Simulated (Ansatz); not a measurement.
Cost and result for the atomization energy of `B[SiH]([GeH3])C=O` (12 atoms, 11 bonds).

```tsv
atom	x (Å)	y (Å)	z (Å)
B1	0.985	-1.176	-1.289
Si2	0.649	-0.253	0.430
Ge3	-1.756	-0.192	0.411
C4	1.155	1.604	0.403
O5	1.720	2.158	1.308
H6	1.152	-2.357	-1.344
H7	0.927	-0.564	-2.314
H8	1.118	-0.892	1.686
H9	-2.346	-1.583	0.133
H10	-2.235	0.776	-0.682
H11	-2.258	0.302	1.777
H12	0.889	2.177	-0.519
```

The species carries charge 0 and has multiplicity 1. Correlated methods include outer-core shells of Ge, which these sets cover unevenly. Scalar relativity is left out up to krypton. The structure was optimised at the PBE0-D4/def2-TZVP level. It is one conformer, not always the lowest. Program: Ansatz. All runs use 4 threads of an AMD EPYC 7R43 on a shared host. Times are those of one run each, without the atoms' runs, and a repeat can differ threefold. Electronic energies, without spin–orbit coupling; frozen cores. CCSD(T)/CBS adds CCSD(T) − MP2 in def2-TZVPP to the MP2 limit, and its time is that of the two runs behind it. T1 = 0.015. With those shells the extrapolation isn't a true limit. B3LYP takes the VWN-RPA correlation (the form of Gaussian; ORCA's B3LYP/G).

CCSD(T)/CBS is a level of theory with its own doubt, some kJ/mol a heavy atom from the limit and from the frozen cores, so smaller differences don't rank the functionals.

```csv
level,functions,wall time
PBE0-D4/def2-TZVPP,281,4.1 s
r2SCAN-D4/def2-TZVPP (with forces),281,6.5 s
B3LYP-D4/def2-TZVPP (with forces),281,7 s
PBE-D4/def2-TZVPP (with forces),281,8 s
B2PLYP/def2-TZVPP,281,8.5 s
ωB97X-V/def2-TZVPP,281,10 s
ωB97M-V/def2-TZVPP (with forces),281,15 s
MP2/def2-QZVPP,540,35 s
CCSD(T)/def2-TZVPP,281,5.6 min
CCSD(T)/CBS(def2),–,6.2 min
```

Q: What atomization energy does each give, and how far from CCSD(T)/CBS? (Best estimate.)

A: Ansatz gave: 
| level | atomization (kcal/mol) | difference from CCSD(T)/CBS | per bond |
| --- | --- | --- | --- |
| PBE0-D4/def2-TZVPP | 933.2 | -1.1 | -0.1 |
| r2SCAN-D4/def2-TZVPP (with forces) | 942.0 | 7.7 | 0.7 |
| B3LYP-D4/def2-TZVPP (with forces) | 935.7 | 1.4 | 0.1 |
| PBE-D4/def2-TZVPP (with forces) | 949.2 | 14.9 | 1.4 |
| B2PLYP/def2-TZVPP | 923.7 | -10.6 | -1.0 |
| ωB97X-V/def2-TZVPP | 941.0 | 6.7 | 0.6 |
| ωB97M-V/def2-TZVPP (with forces) | 934.1 | -0.2 | 0.0 |
| MP2/def2-QZVPP | 931.7 | -2.6 | -0.2 |
| CCSD(T)/def2-TZVPP | 912.8 | -21.5 | -2.0 |
| CCSD(T)/CBS(def2) | 934.3 | 0.0 | 0.0 |

The D4 term adds +10.2 kcal/mol with B3LYP and +5.4 kcal/mol with PBE0; it sums over pairs of atoms, weighted by their polarisabilities, and B3LYP, whose exchange is more repulsive, gets the larger term. From PBE to PBE0 (25 % exact exchange), in def2-TZVPP and without D4, the atomization energy moves by −15.1 kcal/mol: exact exchange takes away binding that semilocal exchange gives to molecules. In def2-TZVPP, CCSD(T) changes the Hartree–Fock value by +231.8 kcal/mol (the triples alone add +14.1 kcal/mol) and MP2 by +238.1 kcal/mol; breaking electron pairs costs correlation energy, which Hartree–Fock lacks.
